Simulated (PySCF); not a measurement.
Atomic charges by several schemes

Species: C4H7N3SSi.
Cartesian coordinates in Å at the GFN2-xTB level; atoms count from 1:
```
atom  x, y, z in Å
C1     2.8904    0.5761    0.3015
N2     1.8401    0.4061   -0.3495
Si3    1.0531   -1.0107   -0.9589
C4    -0.7105   -0.8052   -0.3886
S5    -1.8764   -2.0434   -0.7151
N6    -3.1296   -1.2198   -0.0763
C7    -2.7416   -0.0612    0.3801
C8    -1.3628    0.2414    0.2334
N9    -0.7673    1.3795    0.7298
H10    3.2019    1.5861    0.5597
H11    3.5472   -0.2260    0.6465
H12    1.5709   -2.3172   -0.5370
H13    1.1616   -0.8345   -2.4098
H14   -3.4700    0.5906    0.8329
H15   -1.3658    2.1893    0.7787
H16    0.1512    1.5577    0.3470
```

Density: PBE0/pcSseg-1 (PySCF); schemes: Mulliken, IAO, Hirshfeld and ESP-fitted. One conformer (not necessarily the lowest) at the GFN2-xTB geometry, without solvent, vibrations or thermal averaging.

Problem. At which atom do the 4 schemes differ most?

Solution. At Si3: from +0.352 (Hirshfeld) to +0.893 e (IAO), 0.541 e apart.

Problem. Do the Mulliken, IAO, Hirshfeld and ESP-fitted schemes agree on where the charge is highest?

Solution. All schemes agree: Mulliken Si3 (+0.860); IAO Si3 (+0.893); Hirshfeld Si3 (+0.352); ESP-fitted Si3 (+0.649).

Problem. Which atoms carry the lowest charge in the Mulliken, IAO, Hirshfeld and ESP-fitted schemes?

Solution. The schemes don't all agree: Mulliken N2 (-0.606); IAO C4 (-0.536); Hirshfeld N2 (-0.206); ESP-fitted N9 (-0.741).

Problem. Tabulate the Mulliken, IAO, Hirshfeld and ESP-fitted charges.

Solution. In e:

| atom | environment | Mulliken | IAO | Hirshfeld | ESP-fitted |
| --- | --- | --- | --- | --- | --- |
| C1 | C=N carbon | +0.080 | -0.067 | +0.040 | +0.261 |
| N2 | C=N nitrogen | -0.606 | -0.519 | -0.206 | -0.536 |
| Si3 | SiH2 silicon | +0.860 | +0.893 | +0.352 | +0.649 |
| C4 | substituted aromatic carbon | -0.584 | -0.536 | -0.170 | -0.330 |
| S5 | ring sulfur | +0.401 | +0.489 | +0.143 | +0.151 |
| N6 | pyridine-type nitrogen | -0.460 | -0.437 | -0.195 | -0.389 |
| C7 | aromatic CH next to a ring nitrogen | +0.172 | -0.073 | -0.018 | +0.062 |
| C8 | aromatic carbon bearing nitrogen | +0.047 | +0.086 | +0.028 | +0.263 |
| N9 | aniline-type nitrogen | -0.424 | -0.517 | -0.203 | -0.741 |
| H10 | hydrogen on a C=N carbon | +0.118 | +0.143 | +0.054 | +0.036 |
| H11 | hydrogen on a C=N carbon | +0.105 | +0.115 | +0.051 | +0.034 |
| H12 | Si–H hydrogen | -0.115 | -0.148 | -0.082 | -0.115 |
| H13 | Si–H hydrogen | -0.088 | -0.128 | -0.078 | -0.127 |
| H14 | aromatic hydrogen | +0.109 | +0.162 | +0.057 | +0.122 |
| H15 | N–H hydrogen | +0.182 | +0.265 | +0.129 | +0.339 |
| H16 | N–H hydrogen | +0.203 | +0.273 | +0.097 | +0.321 |

Mean size of the charges over all atoms: IAO 0.303 e, Mulliken 0.285 e, ESP-fitted 0.280 e, Hirshfeld 0.119 e. Each set sums to the total charge, 0, to within 0.001 e. The Hirshfeld scheme divides the density at each point in proportion to the densities of the neutral, spherically averaged free atoms. The IAO scheme projects the occupied orbitals on a minimal set of polarised atomic orbitals and counts the electrons in each atom's part of it.

Problem. How many electrons does the Hirshfeld scheme count on Si3?

Solution. Z − q = 14 − (+0.352) = 13.648.

Problem. How closely do the schemes follow one another over all atoms?

Solution. Correlation coefficient and root-mean-square difference: IAO with Hirshfeld 0.98, 0.237 e; Mulliken with IAO 0.97, 0.090 e; Mulliken with Hirshfeld 0.97, 0.229 e; Hirshfeld with ESP-fitted 0.93, 0.218 e; Mulliken with ESP-fitted 0.90, 0.163 e; IAO with ESP-fitted 0.90, 0.169 e.

Problem. Sum the charges by element, for elements with more than one atom.

Solution. 
```tsv
element	atoms	Mulliken	IAO	Hirshfeld	ESP-fitted
C	4	-0.285	-0.591	-0.120	+0.255
N	3	-1.490	-1.473	-0.604	-1.666
H	7	+0.514	+0.681	+0.229	+0.610
```
